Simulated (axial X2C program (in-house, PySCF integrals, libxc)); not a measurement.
Bond lengths and stretching modes, held linear, of SHfS

Computed with an axial X2C code built on PySCF integrals: two-component X2C with atomic mean-field Coulomb and Gaunt terms, Gaussian nuclei, basis S dyall-av3z, Hf dyall-v3z with contracted cores. Spin-free rows use the one-electron spin-free X2C Hamiltonian.

Masses S 31.972, Hf 179.947, S 31.972 u. States: 2c Ω = 0 (all partner blocks equally filled); spin-free M_S = 0, Λ = 0 (closed shell).

PBE0, 2c: energies above the lowest point

```csv
r(S–Hf) (Å),r(Hf–S) (Å),E (meV)
2.2074,2.2074,89.98
2.2074,2.2640,39.09
2.2074,2.3206,60.15
2.2640,2.2074,39.09
2.2640,2.2640,0.00
2.2640,2.3206,32.17
2.2640,2.3772,120.98
2.3206,2.2074,60.15
2.3206,2.2640,32.17
2.3206,2.3206,74.75
2.3772,2.2640,120.98
2.3772,2.3772,281.15
```

Problem. Fit a quadratic surface with cubic terms in each bond: where is the minimum, and what are the two stretching wavenumbers?

Solution. At PBE0, 2c: bonds 2.265 and 2.265 Å; harmonic stretches 463.7 and 465.2 cm⁻¹; force constants 3.53, 3.53 and coupling 0.52 mdyn/Å.

The other levels and Hamiltonians give:

```tsv
Hamiltonian	level	r(S–Hf) (Å)	r(Hf–S) (Å)	lower stretch (cm⁻¹)	upper stretch (cm⁻¹)
2c	HF	2.270	2.270	495.6	501.6
2c	MP2	2.285	2.285	454.7	465.0
spin-free	PBE0	2.266	2.266	464.5	464.6
spin-free	HF	2.271	2.271	496.3	501.3
spin-free	MP2	2.286	2.286	455.4	464.0
```

Each state is one determinant, the lowest of a limited PBE0 search; the stretches come from a fit to these few points and carry an uncertainty of a few per cent. Other orders of the atoms were not compared. Left out for rough or failed fits: LDA 2c, LDA spin-free. MP2 freezes inner shells (threshold -2 hartree). The molecule was held linear; bending was not examined, so a bent shape may lie lower.
